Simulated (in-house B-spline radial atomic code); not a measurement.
A fraction x of an electron is removed from 3d in Co3+, starting from [Ar] 3d6 and keeping the highest spin. Computed with an all-electron radial atomic-structure program (B-spline basis): scalar-relativistic (X2C) wB97X, spin-polarised, spherical fractional occupations, Fermi nucleus of rms radius 3.7875 fm.

Caution: exact exchange at fractional occupations of open shells leaves self-interaction of up to several eV.

| x | E(x) - E(0) (eV) | 3d down level (eV) |
| --- | --- | --- |
| 0 | 0.0000 | -38.748 |
| 0.04 | 1.5628 | -39.391 |
| 0.18 | 7.2368 | -41.673 |
| 0.35 | 14.5608 | -44.502 |
| 0.39 | 16.3543 | -45.176 |
| 0.5 | 21.4265 | -47.049 |
| 0.59 | 25.7305 | -48.599 |
| 0.71 | 31.6875 | -50.690 |
| 0.83 | 37.8970 | -52.807 |
| 0.92 | 42.7217 | -54.411 |
| 1 | 47.1321 | - |

The exact functional would give a straight line between the two integer points. Deviations E(x) - E(0) - x[E(1) - E(0)], in eV: -0.322 at x = 0.04, -1.247 at x = 0.18, -1.935 at x = 0.35, -2.027 at x = 0.39, -2.14 at x = 0.5, -2.077 at x = 0.59, -1.776 at x = 0.71, -1.223 at x = 0.83, -0.64 at x = 0.92.

The curve lies below the straight line by up to 2.14 eV (at x = 0.5): convex, the delocalisation error, to which spherically averaged exact exchange adds.

**Question.** How well does Slater's transition state (minus the level at half occupation) give the ionisation energy?

**Answer.** It gives 47.049 eV against 47.132 eV from the two total energies; NIST lists 51.27 eV, ground level to ground level. The end point has an open shell averaged over its orbitals, so its exact exchange keeps a self-interaction and this is no true integer point.
